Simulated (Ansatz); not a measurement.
CH₂F₃O₃S (SMILES O=S(O)(=[OH+])C(F)(F)F), charge +1, singlet, geometry from GFN2-xTB; PBE/STO-3G in Ansatz (a program for electronic structure).

The Ansatz input:
Ansatz 0.2 input:
```yaml
crystal:
  periodic: [false, false, false]
  atoms:
    - {symbol: O, position_ang: [-1.50163690, -0.03679460, -1.28087921]}
    - {symbol: S, position_ang: [-0.81441371, 0.07626905, -0.06332693]}
    - {symbol: O, position_ang: [-1.20640698, -0.96777719, 0.99251032]}
    - {symbol: O, position_ang: [-0.95216872, 1.44206462, 0.62522922]}
    - {symbol: C, position_ang: [1.07881954, -0.12694081, -0.08611951]}
    - {symbol: F, position_ang: [1.48647616, 0.01720548, 1.14185455]}
    - {symbol: F, position_ang: [1.55578318, 0.80370194, -0.86729596]}
    - {symbol: F, position_ang: [1.33138878, -1.32325958, -0.54312831]}
    - {symbol: H, position_ang: [-1.95761827, -1.57561919, 0.90910466]}
    - {symbol: H, position_ang: [-1.56581189, 2.13818618, 0.34308804]}
basis:
  gaussian:
    orbitals: STO-3G
    final_grid: {core_spheres: 14, valence_spheres: 28, degree: 59}
hamiltonian:
  xc: pbe
total_charge: 1
```

### Question
What does Ansatz print? Leave out banner, timings and long lists.

### Answer

```
Functional definition: PBE
651 factors; integrals over basis functions are off by at most 2.5e-5 eV
mean field evaluation 1: about -25812.7616 eV, gradient 6.0e1 eV
mean field evaluation 2: about -25738.3701 eV, gradient 1.7e2 eV
mean field evaluation 4: about -25823.6341 eV, gradient 1.7e1 eV
mean field evaluation 8: about -25824.3848 eV, gradient 2.0e-1 eV
mean field evaluation 16: about -25824.3144 eV, gradient 2.3e-4 eV
mean field -25824.31437932 eV, -949.0260490910 hartree, gradient 1.6e-5 eV, S^2 0.000000; 0 other end points of the search recorded, 0 dependent functions left out
reference -25824.31439622 eV, -949.0260497119 hartree; 37, 37 occupied and 9, 9 virtual orbitals, 651 factors
Total energy: -25824.31439622 eV, -949.0260497119 hartree
```
